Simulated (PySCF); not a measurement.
Vertical excitations of a molecule C3H9NSi2 from TDA-ωB97X/def2-SVPD (PySCF), as energy in eV (oscillator strength): 4.32 (0.000), 6.14 (0.001), 6.23 (0.030), 6.73 (0.060), 6.84 (0.009), 7.01 (0.229), 7.27 (0.118), 7.38 (0.097), 7.39 (0.005), 7.84 (0.006). Lowest triplet (TDA): 3.61 eV. Geometry optimised at PBE0-D3(BJ)/def2-SVP. One conformer was computed; it need not be the lowest.

Problem. Pick the molecule that these values belong to.
A. C[Si@]1([SiH3])C=NC1
B. CC1=NC[SiH2][SiH2]1
C. C1=C[SiH2]NC[SiH2]1
D. NCC#C[SiH2][SiH3]

Solution. B, CC1=NC[SiH2][SiH2]1
